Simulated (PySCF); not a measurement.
Gas-phase reaction: SnCl2 + CCl4 = SnCl4 + CCl2

Method: PySCF energies plus ideal-gas RRHO corrections (1 bar). † marks an energy on the PBE0/def2-TZVP geometry and frequencies; other levels use their own. MP2 freezes the core. All species are closed-shell singlets. B3LYP is the form with VWN-RPA correlation. Sn: scalar-relativistic def2 core potential, no spin-orbit coupling. MP2 isn't extrapolated to the basis-set limit; its ΔH°(298 K) is 48.1 kJ in def2-SVP and 62.2 kJ in def2-TZVPP. The harmonic model lacks anharmonicity and excited electronic states, which grow with temperature; levels with a mode under 35 cm⁻¹ are left out. Soft modes under 120 cm⁻¹ make the harmonic entropy rough for SnCl2, SnCl4.

```tsv
level	ΔE electronic, kJ	ΔH°(298 K), kJ	ΔS°(298 K), J/K	ΔG°(1400 K), kJ
B3LYP/def2-TZVP†	50	47	17	20
BLYP/def2-TZVP†	54	51	17	23
HF/def2-TZVP†	-19	-22	17	-50
MP2/def2-TZVPP†	65	62	17	34
PBE0/def2-SVP†	74	71	17	43
PBE0/def2-TZVP	54	51	17	23
ωB97M-V/def2-TZVP†	42	39	17	11
```
ΔH° is lowest at HF/def2-TZVP† and highest at PBE0/def2-SVP†. No reference value is set beside these.
